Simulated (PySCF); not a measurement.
Compound: C₈H₁₂NP.
Bonds: C1–C2, C2–C3 (aromatic), C3–P4 (aromatic), P4–C5 (aromatic), C5–C6, C5–N7 (aromatic), N7–C8, C8–C9, C9–C10, C2–N7 (aromatic), C8–C10. Hydrogens: H11, H12, H13 on C1; H14 on C3; H15, H16, H17 on C6; H18 on C8; H19, H20 on C9; H21, H22 on C10.

Definitions: NICS(0) = −σiso at the ring centroid; NICS(1) = −σiso and NICS(1)zz = −σzz at ±1 Å along the ring normal z. Level: GIAO PBE0/pcSseg-1 (PySCF, non-relativistic, gas phase) on the GFN2-xTB geometry, one conformer.

Rings: 1. C2–C3–P4–C5–N7; 2. C8–C9–C10.

```json
{"set": "P", "NICS(0)": "-11.9", "NICS(1), two faces": "-10.6 / -10.6", "NICS(1)zz, two faces": "-25.2 / -24.2"}
{"set": "Q", "NICS(0)": "-41.4", "NICS(1), two faces": "-7.6 / -8.6", "NICS(1)zz, two faces": "-15.8 / -23.0"}
```

Which set (ppm) belongs to which ring?

P = 1, Q = 2.
- 1 (5-membered ring with N and P; formal bonds all aromatic): mean NICS(1)zz -24.7 ppm, shielded.
- 2 (3-membered carbocycle; formal bonds all single): mean NICS(1)zz -19.4 ppm, shielded. C8, C9, C10 have four or more neighbours, and the NICS criterion for π rings isn't applied.

How do the rings differ in shape?

```csv
ring,bond lengths (Å),rms pucker (Å),HOMA,nearest outside atom to a NICS(1) probe (Å)
1,"1.363, 1.756, 1.722, 1.366, 1.369",0.01,0.83,hydrogen 2.52
2,"1.501, 1.495, 1.503",0.00,–,hydrogen 1.43
```

HOMA = 1 − mean of α(R − Ropt)² over the ring bonds, with Krygowski's 1993 parameters (CC: Ropt 1.388 Å, α 257.7 Å⁻²; CN: Ropt 1.334 Å, α 93.52 Å⁻²; CP: Ropt 1.698 Å, α 118.91 Å⁻²). A dash marks a ring with a four-coordinate atom, a triple bond, no multiple bond or a kind of bond without parameters.

Conformer computed: `[CH3:1][c:2]1[cH:3][p:4][c:5]([CH3:6])[n:7]1[CH:8]1[CH2:9][CH2:10]1`: C5–N7–C8–C9 -131°.
